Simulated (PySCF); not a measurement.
Compound: 4,4-dimethyl-1-pentene, C₇H₁₄.
SMILES with atom numbers: `[CH2:1]=[CH:2][CH2:3][C:4]([CH3:5])([CH3:6])[CH3:7]` (hydrogens: H8, H9 on C1; H10 on C2; H11, H12 on C3; H13, H14, H15 on C5; H16, H17, H18 on C6; H19, H20, H21 on C7)

Cartesian coordinates in Å at the PBE0-D3(BJ)/def2-SVP level; atoms count from 1:
```xyz
21
C7H14 angstrom
C      2.6215    0.9244   -0.6839
C      1.8333   -0.0508   -0.2272
C      0.6890    0.1370    0.7171
C     -0.7093   -0.2110    0.1535
C     -1.7373    0.0253    1.2617
C     -0.7669   -1.6782   -0.2793
C     -1.0303    0.6900   -1.0397
H      3.4492    0.7239   -1.3693
H      2.4685    1.9658   -0.3821
H      2.0322   -1.0780   -0.5568
H      0.6756    1.1823    1.0693
H      0.8573   -0.4921    1.6105
H     -1.5354   -0.6148    2.1355
H     -2.7565   -0.1987    0.9092
H     -1.7221    1.0731    1.6014
H     -0.5017   -2.3508    0.5525
H     -1.7822   -1.9439   -0.6132
H     -0.0821   -1.8853   -1.1156
H     -2.0326    0.4680   -1.4389
H     -1.0110    1.7529   -0.7497
H     -0.3004    0.5546   -1.8523
```

Method used: PBE0-D3(BJ)/def2-SVP geometry optimisation, gas phase in PySCF.

Take the most abundant isotopes and a rigid rotor. The values belong to one conformer with, in the numbering `[CH2:1]=[CH:2][CH2:3][C:4]([CH3:5])([CH3:6])[CH3:7]`, C1–C2–C3–C4 116°.

Question: Give the principal moments of inertia and the rotational constants in MHz.

Answer: Ia = 122.62, Ib = 314.60, Ic = 320.42 u·Å²; 505379 MHz·u·Å²/I gives A = 4121, B = 1606, C = 1577 MHz.

Question: Classify the top.

Answer: A near-prolate asymmetric top. Ray's parameter κ = (2B − A − C)/(A − C) = -0.977; −1 is the prolate and +1 the oblate limit.

Question: Is it planar, by Δ = Ic − Ia − Ib?

Answer: Not planar: Δ = Ic − Ia − Ib = -116.80 u·Å². For a rigid frame Δ = −2 Σ m c², so Σ m c² = 58.40 u·Å² lies off the ab plane: 19.90 from hydrogen and 38.50 from heavier atoms. The atom farthest from that plane is 1.83 Å away.

Question: Where do the levels up to J = 2 lie, in cm⁻¹?

Answer: Above 0(0,0):
J = 1: 1(0,1) 0.1062, 1(1,1) 0.1901, 1(1,0) 0.1911
J = 2: 2(0,2) 0.3186, 2(1,2) 0.4015, 2(1,1) 0.4044, 2(2,1) 0.6561, 2(2,0) 0.6561
The levels of one J sum to (2J + 1)J(J + 1)(A + B + C)/3.

Question: Which types of transition are allowed, and where do some lines up to J = 5 fall?

Answer: The dipole components are |μa| = 0.31 D, |μb| = 0.09 D, |μc| = 0.03 D. Intensities carry the squares of the components, which stand as 1.00 : 0.09 : 0.01 (a : b : c). Some lines, for components of 0.1 D or more:

```json
{"type": "a", "branch": "Q", "J(Ka,Kc)": "5(1,4) ← 5(1,5)", "MHz": "438", "lower level (cm⁻¹)": "1.670"}
{"type": "a", "branch": "R", "J(Ka,Kc)": "1(0,1) ← 0(0,0)", "MHz": "3184", "lower level (cm⁻¹)": "0.000"}
{"type": "a", "branch": "R", "J(Ka,Kc)": "2(1,2) ← 1(1,1)", "MHz": "6338", "lower level (cm⁻¹)": "0.190"}
{"type": "a", "branch": "R", "J(Ka,Kc)": "2(0,2) ← 1(0,1)", "MHz": "6367", "lower level (cm⁻¹)": "0.106"}
{"type": "a", "branch": "R", "J(Ka,Kc)": "2(1,1) ← 1(1,0)", "MHz": "6397", "lower level (cm⁻¹)": "0.191"}
{"type": "a", "branch": "R", "J(Ka,Kc)": "3(1,3) ← 2(1,2)", "MHz": "9507", "lower level (cm⁻¹)": "0.402"}
{"type": "a", "branch": "R", "J(Ka,Kc)": "3(0,3) ← 2(0,2)", "MHz": "9550", "lower level (cm⁻¹)": "0.319"}
{"type": "a", "branch": "R", "J(Ka,Kc)": "3(2,2) ← 2(2,1)", "MHz": "9551", "lower level (cm⁻¹)": "0.656"}
{"type": "a", "branch": "R", "J(Ka,Kc)": "3(2,1) ← 2(2,0)", "MHz": "9552", "lower level (cm⁻¹)": "0.656"}
{"type": "a", "branch": "R", "J(Ka,Kc)": "3(1,2) ← 2(1,1)", "MHz": "9595", "lower level (cm⁻¹)": "0.404"}
{"type": "a", "branch": "R", "J(Ka,Kc)": "4(1,4) ← 3(1,3)", "MHz": "12676", "lower level (cm⁻¹)": "0.719"}
{"type": "a", "branch": "R", "J(Ka,Kc)": "4(0,4) ← 3(0,3)", "MHz": "12732", "lower level (cm⁻¹)": "0.637"}
{"type": "a", "branch": "R", "J(Ka,Kc)": "4(2,3) ← 3(2,2)", "MHz": "12735", "lower level (cm⁻¹)": "0.975"}
{"type": "a", "branch": "R", "J(Ka,Kc)": "4(3,2) ← 3(3,1)", "MHz": "12735", "lower level (cm⁻¹)": "1.397"}
{"type": "a", "branch": "R", "J(Ka,Kc)": "4(3,1) ← 3(3,0)", "MHz": "12735", "lower level (cm⁻¹)": "1.397"}
{"type": "a", "branch": "R", "J(Ka,Kc)": "4(2,2) ← 3(2,1)", "MHz": "12737", "lower level (cm⁻¹)": "0.975"}
{"type": "a", "branch": "R", "J(Ka,Kc)": "4(1,3) ← 3(1,2)", "MHz": "12793", "lower level (cm⁻¹)": "0.724"}
{"type": "a", "branch": "R", "J(Ka,Kc)": "5(1,5) ← 4(1,4)", "MHz": "15844", "lower level (cm⁻¹)": "1.141"}
{"type": "a", "branch": "R", "J(Ka,Kc)": "5(0,5) ← 4(0,4)", "MHz": "15913", "lower level (cm⁻¹)": "1.062"}
{"type": "a", "branch": "R", "J(Ka,Kc)": "5(2,4) ← 4(2,3)", "MHz": "15918", "lower level (cm⁻¹)": "1.399"}
{"type": "a", "branch": "R", "J(Ka,Kc)": "5(4,2) ← 4(4,1)", "MHz": "15919", "lower level (cm⁻¹)": "2.412"}
{"type": "a", "branch": "R", "J(Ka,Kc)": "5(4,1) ← 4(4,0)", "MHz": "15919", "lower level (cm⁻¹)": "2.412"}
{"type": "a", "branch": "R", "J(Ka,Kc)": "5(3,3) ← 4(3,2)", "MHz": "15919", "lower level (cm⁻¹)": "1.821"}
{"type": "a", "branch": "R", "J(Ka,Kc)": "5(3,2) ← 4(3,1)", "MHz": "15919", "lower level (cm⁻¹)": "1.821"}
{"type": "a", "branch": "R", "J(Ka,Kc)": "5(2,3) ← 4(2,2)", "MHz": "15923", "lower level (cm⁻¹)": "1.400"}
{"type": "a", "branch": "R", "J(Ka,Kc)": "5(1,4) ← 4(1,3)", "MHz": "15990", "lower level (cm⁻¹)": "1.151"}
```

Question: Estimate the classical rotational partition function at 50 K, 100 K and 298.15 K.

Answer: Point group C1, symmetry number σ = 1; q = (√π/σ)·√((kT/h)³/(ABC)), k/h = 20836.6 MHz/K: 18400 at 50 K, 52200 at 100 K, 269000 at 298.15 K.

No PBE0-D3(BJ)/def2-SVP frequencies stand behind this structure, so it isn't proved a minimum. No vibrational averaging or centrifugal distortion is included, and the geometry carries the error of its method. A rigid rotor knows nothing of internal rotation, which can split or shift real lines.
